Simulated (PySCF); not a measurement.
Correlation energy of Kr (krypton, neutral)

[Kr], closed-shell 1S. Calculation: PySCF 2.14, in aug-cc-pVTZ-PP with one added diffuse shell each of s, d, f type with ECP10MDF (7s5p5d3f, 68 functions); a scalar-relativistic core potential. Frozen: 3s2 3p6 3d10; 8 electrons correlated.

```csv
level,correlation energy (mhartree)
CCSD,-192.65
(T),-6.13
CCSD(T),-198.78
```

Diagnostics: T1 = 0.0022, D1 = 0.0054, largest double amplitude 0.025.

Question: Is a single reference adequate?

Answer: Yes, within this model without spin-orbit coupling: T1 lies below 0.03 and no double amplitude reaches 0.07.
